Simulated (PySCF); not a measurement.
First SCF of a structure search on singlet SrO₂, at a hand-made linear geometry. PySCF input:

```python
from pyscf import gto, scf, dft
mol = gto.M(atom='''
Sr     0.000000     0.000000     0.000000
O      0.000000     0.000000     2.140000
O      0.000000     0.000000    -2.140000''',
    basis={'Sr': 'def2-TZVP', 'O': 'def2-TZVP'},
    ecp={'Sr': 'def2-TZVP'},
    charge=0, spin=0)
mf = dft.RKS(mol, xc='B3LYP')
mf.grids.atom_grid = (50, 194)
aux = {'Sr': 'def2-universal-JKFIT', 'O': 'def2-universal-JKFIT'}
mf = mf.density_fit(auxbasis=aux)
mf.conv_tol = 1e-08
mf.diis_space = 10
mf.max_cycle = 60
mf.init_guess = 'minao'
mf.verbose = 4
mf.kernel()
```

Excerpt of the output (cycles and frontier levels):

```
init E= -179.274313617931
  HOMO = -0.536870747432761  LUMO = -0.523230106935936  gap/eV = 0.37118
cycle= 1 E= -180.946910858934  delta_E= -1.67  |g|= 0.809  |ddm|= 2.95
  HOMO = -0.116801843005598  LUMO = -0.0549071039699491  gap/eV = 1.68424
cycle= 2 E= -180.597510278064  delta_E= 0.349  |g|= 1.55  |ddm|= 1.45
  HOMO = -0.276323835172626  LUMO = -0.199204125212255  gap/eV = 2.09853
cycle= 3 E= -181.087262039146  delta_E= -0.49  |g|= 0.187  |ddm|= 0.909
  HOMO = -0.270352374069158  LUMO = -0.195184874927389  gap/eV = 2.04541
cycle= 4 E= -181.0958699756  delta_E= -0.00861  |g|= 0.0308  |ddm|= 0.181
  HOMO = -0.269364539071391  LUMO = -0.193208072222475  gap/eV = 2.07232
cycle= 5 E= -181.096058160392  delta_E= -0.000188  |g|= 0.0058  |ddm|= 0.017
  HOMO = -0.269812354569973  LUMO = -0.193465090906322  gap/eV = 2.07751
cycle= 6 E= -181.096065101806  delta_E= -6.94e-06  |g|= 0.00099  |ddm|= 0.00438
  HOMO = -0.270014091665447  LUMO = -0.193678856742991  gap/eV = 2.07719
cycle= 7 E= -181.096065320701  delta_E= -2.19e-07  |g|= 1.89e-05  |ddm|= 0.000763
  HOMO = -0.270012256127023  LUMO = -0.193674368027981  gap/eV = 2.07726
cycle= 8 E= -181.096065321144  delta_E= -4.42e-10  |g|= 4.96e-06  |ddm|= 6.57e-05
  HOMO = -0.270010856925471  LUMO = -0.193672877871762  gap/eV = 2.07726
Extra cycle  E= -181.096065321145  delta_E= -1.53e-12  |g|= 8.61e-06  |ddm|= 1.18e-05
converged SCF energy = -181.096065321145
```

No lower solution of this spin was found from smeared starts or by a stability analysis within the restricted form, which does not test spin polarisation.

At the minimum of this search the closed-shell solution is unstable towards spin polarisation, so a lower open-shell solution exists.

The search for the lowest solution, 3 starts and the stability check together, took 5.3 s on 2 threads of a shared Arm Neoverse V1 host, with 95 basis functions; the process peaked at 0.37 GiB. Launch command: `OMP_NUM_THREADS=2 python axn.py task.json out`.
